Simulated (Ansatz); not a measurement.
C$_{4}$H$_{10}$Sb (SMILES C[CH2][Sb][CH2]C), doublet, at a GFN2-xTB geometry (the spin is typed, not shown lowest) (all electrons, no relativity). Base run: BLYP/STO-3G in Ansatz (a program for electronic structure).

Here is a job for Ansatz.
Ansatz 0.2 input:
```yaml
crystal:
  periodic: [false, false, false]
  atoms:
    - {symbol: Sb, position_ang: [0.69795184, 0.22099115, 0.17324358]}
    - {symbol: C, position_ang: [-0.97707771, -0.60323738, 1.35141399]}
    - {symbol: C, position_ang: [-1.09839577, -2.10555151, 1.20328085]}
    - {symbol: H, position_ang: [-1.88914187, -0.11172102, 1.01763682]}
    - {symbol: H, position_ang: [-0.81080658, -0.33758433, 2.39354113]}
    - {symbol: H, position_ang: [-0.19955431, -2.60306815, 1.56347303]}
    - {symbol: H, position_ang: [-1.24709769, -2.38339216, 0.16131483]}
    - {symbol: H, position_ang: [-1.94675887, -2.48108930, 1.77591681]}
    - {symbol: C, position_ang: [-0.45619637, 0.14942256, -1.70717713]}
    - {symbol: C, position_ang: [-1.42581751, 1.30631470, -1.82983375]}
    - {symbol: H, position_ang: [-0.98885328, -0.79953306, -1.73200443]}
    - {symbol: H, position_ang: [0.25381004, 0.16122358, -2.53179720]}
    - {symbol: H, position_ang: [-0.89468298, 2.25660190, -1.83508144]}
    - {symbol: H, position_ang: [-2.12972381, 1.31419564, -0.99949967]}
    - {symbol: H, position_ang: [-1.99781017, 1.23212797, -2.75502631]}
basis:
  gaussian:
    orbitals: STO-3G
hamiltonian:
  xc: blyp
magnetization: {spin_polarized: true, initial_magnetization: 1}
```

Variants of this job, named by their change:

| change | E (Eh) | <S^2> | core-seconds (rough) |
|---|---|---|---|
| base | -6409.71138 | 0.752 | 2 |
| functional = B97M-V | -6409.66584 | 0.754 | 20 |
| functional = b3lyp5 | -6409.65938 | 0.752 | 3 |
| functional = pbe; dispersion = d4 | -6409.15009 | 0.752 | 3 |
| functional = b3lyp | -6409.98926 | 0.752 | 3 |
| functional = blyp; dispersion = d4 | -6409.73883 | 0.752 | 3 |
| functional = wB97X | -6410.14354 | 0.754 | 9 |
| functional = b3lyp; dispersion = d3bj | -6410.01267 | 0.752 | 4 |
| functional = hse06 | -6409.54691 | 0.753 | 3 |
| functional = pbe0 | -6409.53548 | 0.753 | 3 |
| functional = r2scan | -6410.08560 | 0.754 | 5 |
| functional = pbe0; dispersion = d3bj | -6409.54718 | 0.753 | 3 |
| functional = wB97M-V | -6410.05505 | 0.751 | 10 |

Totals shift with the method and basis; they matter in differences.
